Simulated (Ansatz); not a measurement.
CH$_{6}$F$_{2}$O$_{2}$Si$_{2}$ (`C[SiH](O)[Si](O)(F)F`). Charge 0, multiplicity 1. The structure was optimised at the PBE0-D4/def2-TZVP level. It is one conformer, not always the lowest.

```xyz
13

C    -1.346    1.451    0.767
Si   -0.780   -0.254    0.303
O    -0.400   -1.056    1.697
Si    1.135   -0.214   -1.049
O     1.878   -1.652   -0.870
F     2.148    0.957   -0.663
F     0.819    0.045   -2.591
H    -0.550    2.002    1.273
H    -1.642    2.012   -0.123
H    -2.207    1.394    1.436
H    -1.843   -0.969   -0.461
H     0.086   -1.878    1.610
H     2.701   -1.836   -1.327
```

(1) What is the dipole moment at B3LYP/def2-TZVPP? (An estimate is asked.)

(2) And with PBE, r2SCAN, ωB97M-V? (Estimate.)

(3) Give the Mulliken charges with B3LYP, PBE, ωB97M-V in def2-TZVPP. (Best estimate.)

Answers

(1) Ansatz gave: 1.12 D, with components (0.27, -1.07, 0.15) D in this frame, pointing from negative to positive charge.

(2) Ansatz gave: PBE 1.08 D, r2SCAN 1.11 D, ωB97M-V 1.12 D.

(3) Ansatz gave: 
```csv
atom,B3LYP,PBE,ωB97M-V
C1,-0.38,-0.37,-0.44
Si2,0.40,0.31,0.35
O3,-0.40,-0.35,-0.38
Si4,0.80,0.68,0.77
O5,-0.40,-0.35,-0.38
F6,-0.32,-0.27,-0.30
F7,-0.31,-0.27,-0.30
H8,0.11,0.12,0.13
H9,0.11,0.11,0.12
H10,0.11,0.11,0.13
H11,-0.11,-0.10,-0.06
H12,0.19,0.19,0.18
H13,0.19,0.19,0.18
```

B3LYP here is the variant with VWN-RPA as its local correlation; programs differ in this.
